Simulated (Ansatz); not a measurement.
Z-matrix (Å, degrees):
```
P
Sb 1 2.183
```

The species carries charge 0 and has multiplicity 1. Sb takes the def2 core potential.

(1) List the r2SCAN/def2-TZVPP orbital energies in eV (Ansatz 0.2.0). (Best estimate.)

## Answers

(1) Ansatz gave: Occupied: -2088.94, -176.30, -154.13, -125.79, -125.79, -125.69, -105.89, -105.89, -105.69, -34.08, -34.08, -34.01, -33.94, -33.94, -16.23, -11.72, -6.76, -6.58, -6.58. Lowest empty: -3.40, -3.40, 0.44, 3.47, 3.71, 3.71, 4.37, 4.37.
